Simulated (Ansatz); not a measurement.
`P[SiH2][AlH][Cl]` + NH₃ → `[NH2][AlH][Cl]` + `[SiH3]P` at 400 K and 1 bar (cleavage of the Al–Si bond).

Calculated with Ansatz (gas phase, PBE0-D4/def2-TZVP geometries, no zero-point term in ΔE). CCSD(T)/CBS is the MP2 limit (def2-TZVPP, def2-QZVPP) plus CCSD(T) − MP2 in def2-TZVPP, frozen cores. This one scheme is used for every species. Each species was taken in one conformer, which may not be the lowest.

```csv
species,CCSD(T)/CBS energy (Eh),H − E (kJ/mol),S (J/(mol·K))
`P[SiH2][AlH][Cl]`,-1334.87683,150.2,425.1
NH₃,-56.50880,104.2,203.1
`[NH2][AlH][Cl]`,-758.40905,113.0,317.2
`[SiH3]P`,-633.00997,132.7,302.6
```

H − E and S are ideal-gas, rigid-rotor, harmonic terms from PBE0-D4/def2-TZVP, for one conformer and one mirror image of each species. 1 Eh = 2625.50 kJ/mol, R = 8.31446 J/(mol·K).

Question: By hand: ΔE, ΔH, ΔS and ΔG.

Answer: ΔE = (-758.40905) + (-633.00997) − (-1334.87683) − (-56.50880) = -0.03339 Eh = -87.7 kJ/mol. Δ(H − E) = 113.0 + 132.7 − 150.2 − 104.2 = -8.7, so ΔH = -96.4 kJ/mol. ΔS = 317.2 + 302.6 − 425.1 − 203.1 = -8.4 J/(mol·K). ΔG = -96.4 − 400 × (-8.4)/1000 = -93.0 kJ/mol.

Question: By hand: the equilibrium constant, and the temperature at which ΔG would vanish if ΔH and ΔS stayed fixed.

Answer: log₁₀ K = −ΔG/(RT ln 10) = 12.1. ΔG = 0 at ΔH/ΔS = 11476 K, far beyond where these terms or the molecules hold.

The number of gas molecules stays the same, so ΔS is small and ΔH decides. A doubt of 5 kJ/mol in ΔE shifts log₁₀ K by 0.7 here. Other conformers and mirror images would add mixing entropy, several J/(mol·K) or more a flexible species. Modes under 60 cm⁻¹, often nearly free rotors, make the harmonic entropy too high. These are equilibria of isolated gas molecules and say nothing of rates. Largest T1 diagnostic: 0.013 (customary marks: 0.02 for closed shells, 0.045 for open ones).
